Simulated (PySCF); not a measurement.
FRb, charge -1, doublet, geometry from GFN2-xTB (such geometries of metal compounds can be far from the true shape) (a state made from the parent by changing its charge; the spin is typed, not shown lowest) (core potentials on Rb), with bond 1-2 at 2.0 times its length; CAMB3LYP/def2-TZVP (PySCF).

Input for PySCF:
```python
from pyscf import gto, scf, dft

mol = gto.M(
    atom='''
Rb    0.000000    0.000000   -4.015573
F     0.000000    0.000000    2.701386
''',
    basis='def2-tzvp',
    ecp={'Rb': 'def2-tzvp'},
    charge=-1,
    spin=1,
    verbose=4,
)

mf = dft.UKS(mol)
mf.xc = 'camb3lyp'
mf.conv_tol_grad = 1e-7
mf.kernel()
```

Output, abridged:

```
PySCF version 2.14.0

[INPUT] verbose = 4
[INPUT] num. atoms = 2
[INPUT] num. electrons = 19
[INPUT] charge = -1
[INPUT] spin (= nelec alpha-beta = 2S) = 1
[INPUT] symmetry False subgroup None
[INPUT] Mole.unit = angstrom
[INPUT] Symbol           X                Y                Z      unit          X                Y                Z       unit  Magmom
[INPUT]  1 Rb     0.000000000000   0.000000000000  -4.015573000000 AA    0.000000000000   0.000000000000  -7.588333203198 Bohr   0.0
[INPUT]  2 F      0.000000000000   0.000000000000   2.701386000000 AA    0.000000000000   0.000000000000   5.104879696734 Bohr   0.0

nuclear repulsion = 6.38136306690572
number of shells = 24
number of NR pGTOs = 89
number of NR cGTOs = 64
basis = def2-tzvp
ecp = {'Rb': 'def2-tzvp'}

******** <class 'pyscf.dft.uks.UKS'> ********
method = UKS
initial guess = minao
damping factor = 0
level_shift factor = 0
DIIS = <class 'pyscf.scf.diis.CDIIS'>
diis_start_cycle = 1
diis_space = 8
diis_damp = 0
SCF conv_tol = 1e-09
SCF conv_tol_grad = 1e-07
SCF max_cycles = 50
direct_scf = True
direct_scf_tol = 1e-13
number electrons alpha = 10  beta = 9
XC library pyscf.dft.libxc version 7.1.2
    S. Lehtola, C. Steigemann, M. J. T. Oliveira, and M. A. L. Marques,  SoftwareX 7, 1–5 (2018)
XC functionals = camb3lyp
    T. Yanai, D. P. Tew, and N. C. Handy,  Chem. Phys. Lett. 393, 51 (2004)
radial grids:
    Treutler-Ahlrichs [JCP 102, 346 (1995); DOI:10.1063/1.469408] (M4) radial grids

becke partition: Becke, JCP 88, 2547 (1988); DOI:10.1063/1.454033
pruning grids: <function nwchem_prune>
grids dens level: 3
symmetrized grids: False
atomic radii adjust function: <function treutler_atomic_radii_adjust>
small_rho_cutoff = 0
tot grids = 36176
init E= -120.92031612104

cycle= 1 E= -123.7669121131  delta_E= -2.85  |g|= 0.639  |ddm|= 1.83
cycle= 2 E= -111.280661207276  delta_E= 12.5  |g|=  1.8  |ddm|= 3.41
cycle= 3 E= -123.678502880983  delta_E= -12.4  |g|= 0.843  |ddm|= 3.55
cycle= 4 E= -123.73321215742  delta_E= -0.0547  |g|= 0.746  |ddm|= 0.281
cycle= 5 E= -123.913200442053  delta_E= -0.18  |g|= 0.132  |ddm|= 0.832
cycle= 6 E= -123.921455634686  delta_E= -0.00826  |g|= 0.0111  |ddm|= 0.486
cycle= 7 E= -123.921986367402  delta_E= -0.000531  |g|= 0.0099  |ddm|= 0.196
cycle= 8 E= -123.922072180285  delta_E= -8.58e-05  |g|= 0.00293  |ddm|= 0.0605
cycle= 9 E= -123.92208806055  delta_E= -1.59e-05  |g|= 0.000408  |ddm|= 0.0318
cycle= 10 E= -123.922090494164  delta_E= -2.43e-06  |g|= 0.00016  |ddm|= 0.00985
cycle= 11 E= -123.922090927983  delta_E= -4.34e-07  |g|= 6.97e-05  |ddm|= 0.00259
cycle= 12 E= -123.922090985703  delta_E= -5.77e-08  |g|= 2.84e-05  |ddm|= 0.00104
cycle= 13 E= -123.92209098974  delta_E= -4.04e-09  |g|= 7.44e-06  |ddm|= 0.000268
cycle= 14 E= -123.922090990143  delta_E= -4.03e-10  |g|= 2.34e-06  |ddm|= 0.000102
cycle= 15 E= -123.922090990168  delta_E= -2.5e-11  |g|= 9.62e-07  |ddm|= 1.63e-05
cycle= 16 E= -123.922090990172  delta_E= -4.29e-12  |g|= 2.69e-07  |ddm|= 7.58e-06
cycle= 17 E= -123.922090990173  delta_E= -6.54e-13  |g|= 1.18e-07  |ddm|= 3.04e-06
cycle= 18 E= -123.922090990173  delta_E= -1.99e-13  |g|= 3.04e-08  |ddm|= 9.47e-07
Extra cycle  E= -123.922090990173  delta_E= 1.71e-13  |g|= 2.43e-08  |ddm|= 3.97e-07
converged SCF energy = -123.922090990173  <S^2> = 0.75022204  2S+1 = 2.000222
```
